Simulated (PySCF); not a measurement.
# How methods differ on the excitation energy of O²⁺

O²⁺ [He] 2s2 2p2 (3P) → O²⁺ [He] 2s1 2p2 3d1 (high-spin determinant), as a difference of total energies. All numbers are calculated (PySCF 2.14, scalar relativity by spin-free X2C-1e, in aug-cc-pVTZ-DK). Correlated levels: valence: 1s2 frozen. The calculations carry no spin-orbit coupling.

| method | excitation energy (eV) |
| --- | --- |
| UHF | 47.989 |
| MP2 (valence) | 49.492 |
| SCS-MP2 (valence) | 49.957 |
| CCSD (valence) | 49.777 |
| CCSD(T) (valence) | 49.734 |

How much does correlation contribute at CCSD(T) (valence)?

49.734 − (47.989) = 1.745 eV, measured against UHF.

A first-order spin-orbit estimate (lowest level to lowest level, LS coupling) adds 0.006 eV.

The promoted electron is Rydberg-like, and one or two diffuse shells describe it only roughly, which tends to raise the upper state.

The coupled-cluster amplitudes are large for the upper state (T1 above 0.03 or a double amplitude above 0.15), so a single reference is strained.

The determinant of the upper state mixes LS terms, which raises its energy above the lowest term, most at the Hartree-Fock and MP2 levels.
